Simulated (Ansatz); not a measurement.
```yaml
atoms:
  - { symbol: P, position_ang: [0.0000, 0.0000, -0.4358] }
  - { symbol: N, position_ang: [0.0000, 0.0000, 0.9338] }
```

Basis set: def2-TZVP (spherical functions). Frozen core: 6 orbitals. Charge 0, multiplicity 1.

Computed with Ansatz (development build ahead of 0.2.0); each method stands on the lowest determinant of its kind that the runs found. Restricted open shells among the atoms or ions are ROHF, correlated in semicanonical orbitals with singles.

Question: Give the atomization energy at this shape (free ground-state atoms in the same class of orbitals less the molecule, no zero-point energy) of singlet PN by RHF-MP2, RHF.

Answer:

```
 method  atomization energy
RHF-MP2             5.52 eV
    RHF             1.55 eV
```

Caution: no unrestricted run beside it, a lower state can exist; the shape is not the minimum.
